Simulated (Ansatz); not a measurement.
Spectroscopic constants of CCl+, closed-shell singlet (lowest of 2S+1 = 1, 3, 5 at CCSD(T)/def2-TZVPP on PBE0 minima; our sources give no spin for the ground state, which may be another).

Seven points along R, fitted to fifth degree in 1/R; most abundant isotopes. In def2 and cc sets the state is the lowest found near the PBE0 minimum, followed along R. The singlet is held restricted. HF and MP2 rows in def2 and cc sets belong to the determinant that coupled cluster picked by its CCSD energy.

Cores are frozen in the correlated methods.

Programs: Ansatz (a program for electronic structure) with Gaussian orbitals. Each number belongs to the level named beside it.

Energies at SCS-MP2/aug-cc-pV(T+d)Z:

| R (Å) | E (hartree) |
|---|---|
| 1.427513 | -497.22621645 |
| 1.465887 | -497.23399373 |
| 1.501191 | -497.23769030 |
| 1.541100 | -497.23861804 |
| 1.581009 | -497.23675341 |
| 1.627057 | -497.23186215 |
| 1.680781 | -497.22331804 |

### Question
With a reduced mass of 8.9341 u, find the minimum, the force constant and the constants.

### Answer
A fifth-degree polynomial in 1/R puts the minimum at r_e = 1.5331 Å with force constant 796 N/m. Then ω_e = (1/2πc)√(k/μ) = 1230 cm⁻¹ and B_e = h/(8π²cμr_e²) = 0.8028 cm⁻¹; the cubic and quartic terms give α_e = 0.0058 and ω_e x_e = 5.5 cm⁻¹.
